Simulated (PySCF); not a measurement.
Geometry (Å), atoms numbered from 1 in this order:
```xyz
19

N     3.129    1.335   -0.100
C     2.536    0.397   -0.374
C     1.781   -0.781   -0.714
C     0.304   -0.645   -0.310
C    -0.375    0.541   -0.997
C    -1.800    0.652   -0.450
Si   -1.639    0.223    1.402
C     0.128   -0.466    1.201
H     1.865   -0.940   -1.794
H     2.233   -1.637   -0.203
H    -0.210   -1.563   -0.618
H    -0.371    0.422   -2.084
H     0.181    1.451   -0.758
H    -2.444   -0.065   -0.961
H    -2.212    1.640   -0.648
H    -1.698    1.392    2.279
H    -2.596   -0.802    1.827
H     0.861    0.257    1.565
H     0.314   -1.400    1.730
```

Geometry: GFN2-xTB; GIAO shifts from PySCF 2.14, gas phase, non-relativistic, averaged over equivalent atoms.

At PBE0/def2-SVP (171 basis functions, 26 s wall time on 1 thread of an Arm Neoverse V2, shared host):
```
atoms  δ (ppm)
   N1    276.1
   C2    111.6
   C4     38.9
   C5     33.9
   C3     22.4
   C8     14.3
   C6      9.1
  Si7    -35.0
  H16     4.34
  H17     4.33
  H10     2.35
   H9     2.34
  H12     1.74
  H13     1.50
  H11     1.47
  H18     1.08
  H15     1.07
  H19     0.80
  H14     0.79
```

Referencing at the same level of theory: NH3 for 15N (σ = 271.96 ppm); TMS for 13C (σ = 196.16 ppm) and 29Si (σ = 403.74 ppm) and 1H (σ = 31.81 ppm).

**Question.** What do these become at PBE0/pcSseg-1?

**Answer.** 
| atoms | δ at PBE0/pcSseg-1 | change |
| --- | --- | --- |
| N1 | 303.2 | +27.1 |
| C2 | 122.7 | +11.1 |
| C4 | 41.5 | +2.6 |
| C5 | 36.4 | +2.5 |
| C3 | 24.7 | +2.3 |
| C8 | 15.2 | +0.9 |
| C6 | 10.1 | +1.0 |
| Si7 | -30.0 | +5.0 |
| H16 | 4.32 | -0.02 |
| H17 | 4.31 | -0.02 |
| H10 | 2.55 | +0.20 |
| H9 | 2.55 | +0.21 |
| H12 | 1.88 | +0.14 |
| H13 | 1.64 | +0.14 |
| H11 | 1.60 | +0.13 |
| H18 | 1.14 | +0.06 |
| H15 | 1.18 | +0.11 |
| H19 | 0.87 | +0.07 |
| H14 | 0.92 | +0.13 |

δ = σ(ref) − σ, references computed at the same level: 15N (σ = 267.73 ppm) vs NH3; TMS for 13C (σ = 186.93 ppm) and 29Si (σ = 349.16 ppm) and 1H (σ = 31.72 ppm).

The largest change is at N1 (nitrile nitrogen). Cost: 198 basis functions, 34 s wall time on 1 thread of an Arm Neoverse V2, shared host. The order of the carbon signals is the same at both levels.

Experimental scales use liquid or dissolved standards, which lie at an offset from isolated NH3 (liquid NH3: subtract about 20 ppm). Unscaled 15N shifts of sp2 nitrogen often come out too high even then, by a few to some tens of ppm.
